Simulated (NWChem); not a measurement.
[NH2][Mg][NH2] (MgN$_{2}$H$_{4}$), optimised at PBE0/def2-SVP with NWChem:

- highest occupied level (eV): -6.00
- orbital gap (eV): 5.38
- dipole (D): 0.00
- highest harmonic frequency (cm⁻¹): 3675
- zero-point energy (kcal/mol): 30.3

All stand in one matching conformer (torsions within 35°), which need not be the lowest.

**Question.** One Mg atom is replaced by Be, giving [NH2][Be][NH2] (BeN₂H₄), optimised at the same level. How do these values move?

**Answer.** 
```json
[
 {"quantity": "highest occupied level (eV)", "new value": "-6.84", "change": "-0.84"},
 {"quantity": "orbital gap (eV)", "new value": "7.38", "change": "+2.00"},
 {"quantity": "dipole (D)", "new value": "0.00", "change": "0.00"},
 {"quantity": "highest harmonic frequency (cm⁻¹)", "new value": "3707", "change": "+32"},
 {"quantity": "zero-point energy (kcal/mol)", "new value": "33.2", "change": "+2.9"}
]
```
